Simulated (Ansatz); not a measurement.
Ligand exchange: how K changes with temperature for GaH2F + H2S ⇌ GaH2(SH) + HF

Species: GaH2F `[F][GaH2]`, singlet; H2S (hydrogen sulfide) `S`, singlet; GaH2(SH), singlet; HF (hydrogen fluoride), singlet. The partners trade F for SH: Ga–F and H–SH bonds give way to Ga–SH and H–F.

The electronic reaction energy at CCSD(T)/def2-TZVPP is -4.1 kJ/mol. Shapes: PBE0-D4/def2-TZVP. Programs: Ansatz 0.2.0. Enthalpy and entropy come from rigid-rotor, harmonic-oscillator sums on unscaled PBE0-D4/def2-TZVP wavenumbers, ideal gases at 1 bar. Symmetry numbers: GaH2F 2, H2S 2, GaH2(SH) 1, HF 1. R = 8.3145 J/(mol K).

| T (K) | ΔH (kJ/mol) | ΔS (J/(mol K)) |
| --- | --- | --- |
| 300 | +1.7 | -7.2 |
| 500 | +3.3 | -3.0 |
| 700 | ? | ? |

Problem. Work out ln K at 300 and 500 K, and from these estimate it at 700 K.

Solution. 
1. 300 K: ΔG = +1.7 − 300 × (-7.2)/1000 = +3.9 kJ/mol; ln K = −ΔG/RT = -1.56.
2. 500 K: ΔG = +3.3 − 500 × (-3.0)/1000 = +4.8 kJ/mol; ln K = −ΔG/RT = -1.15.
3. Slope against 1000/T: (-1.15 − (-1.56))/(2.0000 − 3.3333) = -0.31, that is −ΔH/R with ΔH near +3 kJ/mol.
4. 700 K: ln K = -1.56 + (-0.31) × (1.4286 − 3.3333) = -0.97.

The full sums give ΔH = +4.7 kJ/mol, ΔS = -0.7 J/(mol K), ΔG = +5.2 kJ/mol and ln K = -0.89 at 700 K, so the line is off by -0.08 in ln K; without rounding the miss is -0.11, from the change of ΔH with temperature. ΔG stays too near zero to say which side is favoured. An error of 10 kJ/mol in the energy moves ln K by 1.7 at 700 K. Relativity is left out for Ga. Outer-core shells of Ga are correlated, in sets that cover them unevenly.
